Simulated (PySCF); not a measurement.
B(SiH3)3 (BH9Si3), SMILES [SiH3]B([SiH3])[SiH3]. Atoms are numbered in the order given.

```xyz
13

B      0.0409    -0.0170     0.0000
Si    -0.0059     1.9895     0.0000
H     -0.6328     2.5936     1.2175
H      1.4510     2.3643     0.0000
H     -0.6328     2.5936    -1.2175
Si     0.0057    -0.9947     1.7529
H     -1.4613    -1.1716     2.0328
H      0.6374    -2.3508     1.7294
H      0.5903    -0.2106     2.8863
Si     0.0057    -0.9947    -1.7529
H      0.6374    -2.3508    -1.7294
H     -1.4613    -1.1716    -2.0328
H      0.5903    -0.2106    -2.8863
```
Charge 0, spin multiplicity 1.

The structure is a stationary point at PBE0-D3(BJ)/def2-SVP.

Method: PBE/def2-TZVP run with PySCF.

Atomic charges (e):

| atom | meta-Löwdin | Mulliken |
|---|---|---|
| B1 | -0.35 | 0.19 |
| Si2 | 0.30 | -0.02 |
| H3 | -0.07 | -0.02 |
| H4 | -0.05 | -0.01 |
| H5 | -0.07 | -0.02 |
| Si6 | 0.29 | -0.02 |
| H7 | -0.05 | -0.01 |
| H8 | -0.07 | -0.02 |
| H9 | -0.06 | -0.01 |
| Si10 | 0.29 | -0.02 |
| H11 | -0.07 | -0.02 |
| H12 | -0.05 | -0.01 |
| H13 | -0.06 | -0.01 |

Computed Mayer and Wiberg (Löwdin basis) orders of the bonds:
```csv
bond,Mayer,Wiberg
B1–Si2,0.95,1.22
Si2–H3,0.94,0.93
Si2–H4,0.91,0.89
Si2–H5,0.94,0.93
B1–Si6,0.96,1.22
Si6–H7,0.91,0.89
Si6–H8,0.94,0.93
Si6–H9,0.94,0.92
B1–Si10,0.96,1.22
Si10–H11,0.94,0.93
Si10–H12,0.91,0.89
Si10–H13,0.94,0.92
```
